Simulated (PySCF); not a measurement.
## How the method changes the constants of GeH⁺

State: ¹Σ⁺ (singlet), closed shell. Set-up: PySCF, no relativity, basis sets Ge def2-TZVPPD, H def2-TZVPPD. De refers to Ge⁺ + H in their high-spin ground configurations, without counterpoise correction. A positive dipole points towards H; it is taken about the centre of mass and depends on that origin.

```csv
Level,Re (Å),ωe (cm⁻¹),De (eV),μ (D)
RHF,1.571,2135,2.16,0.59
RHF-MP2,1.564,2098,2.97,n/a
RHF-SCS-MP2,1.567,2087,3.08,n/a
RHF-CCSD,1.574,2038,3.11,n/a
RHF-CCSD(T),1.576,2025,3.14,n/a
PBE,1.606,1929,3.06,0.39
BLYP,1.607,1912,3.10,0.30
r²SCAN,1.585,2007,3.08,0.48
M06-L,1.589,2027,3.22,0.30
PBE0,1.589,2010,3.02,0.47
B97-3,1.591,2010,3.08,0.41
M06,1.595,2005,3.15,0.19
BHandHLYP,1.576,2069,3.04,0.45
ωB97X,1.580,2059,3.15,0.46
```

Task: Which functional lies closest to RHF-CCSD(T) in De, which farthest, and by how much do they differ from it?

Result: Closest is M06 (+1.9 pm in Re, -1.0 % in ωe, +0.01 eV in De against RHF-CCSD(T) in the same basis), farthest PBE0 (+1.3 pm in Re, -0.7 % in ωe, -0.12 eV in De). CCSD(T) converges more slowly with the basis than the functionals do and binds too weakly in this one, so the order can change at the basis-set limit.

Task: What does second-order correlation do here, going from RHF to RHF-MP2?

Result: RHF-MP2 less RHF: -0.7 pm in Re, -1.7 % in ωe, +0.81 eV in De. Correlation nearly always deepens the well. The bond shortens, as in weak, metallic or heavy-atom bonds, where dispersion and the correlation of outer-core electrons pull the atoms together.

Correlated steps freeze 9 core orbitals. For an ion De counts to the pair picked by the measured ionisation energies or electron affinities, which need not be the lowest pair at this level. Where the molecule has an RHF reference, its open-shell atoms are computed with UHF.

The whole job (state search and all levels along the bond) took about 2.2 min on 1 thread of Intel Xeon Platinum 8488C (shared host), peak memory 1.2 GiB.
